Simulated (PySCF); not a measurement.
Species: `C[Si](C)(C)C1=CN=NS1`. The columns A, B, C and D hold Mulliken, IAO, Hirshfeld and ESP-fitted charges (e) of one PBE0/pcSseg-1 density (PySCF), in a shuffled order. Coordinates in Å (GFN2-xTB); the density's dipole moment is (-4.42, -0.24, 0.86) D.

```tsv
atom	x	y	z	A	B	C	D
C1	-1.388	1.491	-0.326	-0.629	-0.213	-0.632	-0.722
Si2	-0.517	-0.135	0.140	+1.041	+0.406	+0.748	+1.076
C3	-1.170	-1.596	-0.893	-0.607	-0.217	-0.685	-0.721
C4	-0.669	-0.496	2.005	-0.607	-0.217	-0.595	-0.721
C5	1.321	0.057	-0.251	-0.697	-0.124	-0.228	-0.453
C6	2.027	1.117	-0.775	+0.176	-0.026	+0.307	-0.089
N7	3.338	0.884	-0.914	-0.200	-0.105	-0.326	-0.129
N8	3.712	-0.256	-0.546	-0.272	-0.124	-0.158	-0.298
S9	2.465	-1.192	0.025	+0.419	+0.175	+0.163	+0.465
H10	-2.451	1.427	-0.117	+0.144	+0.045	+0.166	+0.159
H11	-1.275	1.717	-1.382	+0.142	+0.044	+0.143	+0.157
H12	-0.994	2.332	0.236	+0.142	+0.044	+0.142	+0.157
H13	-0.659	-2.520	-0.639	+0.139	+0.039	+0.160	+0.157
H14	-2.231	-1.749	-0.722	+0.138	+0.043	+0.178	+0.156
H15	-1.031	-1.426	-1.957	+0.144	+0.043	+0.155	+0.160
H16	-0.155	-1.414	2.273	+0.139	+0.039	+0.137	+0.157
H17	-1.709	-0.603	2.297	+0.138	+0.043	+0.155	+0.156
H18	-0.242	0.305	2.602	+0.144	+0.043	+0.129	+0.160
H19	1.619	2.067	-1.064	+0.103	+0.065	+0.040	+0.174
```

Task: Which column most likely holds the ESP-fitted charges?

Result: C. Σ q r misses the density's dipole by 0.07 D (C), 1.60 D (A), 1.69 D (D), 2.20 D (B). Charges fitted to the outside potential are the only set here that is tied to the molecule's multipoles.

Task: And the Hirshfeld charges?

Result: B. The mean sizes are 0.108 e (B), 0.276 e (C), 0.317 e (A), 0.330 e (D), and Hirshfeld charges are commonly the smallest of these schemes.

As computed, A = Mulliken, B = Hirshfeld, C = ESP-fitted, D = IAO. Hydrogens on carbon: Mulliken +0.10 to +0.14, Hirshfeld +0.04 to +0.06, ESP-fitted +0.04 to +0.18, IAO +0.16 to +0.17 e.

The Hirshfeld scheme divides the density at each point in proportion to the densities of the neutral, spherically averaged free atoms. The ESP scheme fits charges at the nuclei, held to the total charge, to the electrostatic potential on points at 1.4 to 2.0 times the van der Waals radii.

Geometry: GFN2-xTB; no solvent, vibrations or thermal averaging.

Conformer computed: `[CH3:1][Si:2]([CH3:3])([CH3:4])[c:5]1[cH:6][n:7][n:8][s:9]1`: C1–Si2–C5–C6 0°.
